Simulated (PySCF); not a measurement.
**Mg⁺ (magnesium, charge +1) across methods**

[Ne] 3p1, 2P determinant (an excited configuration). All numbers are calculated (PySCF 2.14, no relativity, point nucleus, in aug-cc-pCVTZ (8s7p5d3f, 75 functions)). The B2PLYP total includes its PT2 part (frozen core); its orbital energies are those of the SCF part.

```
 method  E (hartree)  mean ε 2p α (eV)  mean ε 2p β (eV)  mean ε 3p α (eV)  Σ⟨r²⟩ (bohr²)   ⟨S²⟩
 r2SCAN    -199.6227           -58.787           -58.698            -8.477          18.02  0.750
   PBE0    -199.5400           -61.515           -61.388            -9.052          18.10  0.750
    UHF   -199.21341           -72.852           -72.651           -10.452          18.96  0.750
    LDA    -198.6979           -57.451           -57.348            -8.345          17.94  0.750
wB97X-V    -199.6031           -63.703           -63.600           -10.604          18.23  0.750
r2SCANh    -199.6191           -60.279           -60.178            -8.695          18.06  0.750
    PBE    -199.5232           -57.348           -57.247            -8.463          17.94  0.750
 PBEsol    -199.0893           -57.251           -57.153            -8.362          18.01  0.750
```

Q: Estimate the same row for B2PLYP.

A: E (hartree) = -199.5290; mean ε 2p α (eV) = -65.787; mean ε 2p β (eV) = -65.633; mean ε 3p α (eV) = -9.527; Σ⟨r²⟩ (bohr²) = 18.26; ⟨S²⟩ = 0.750.
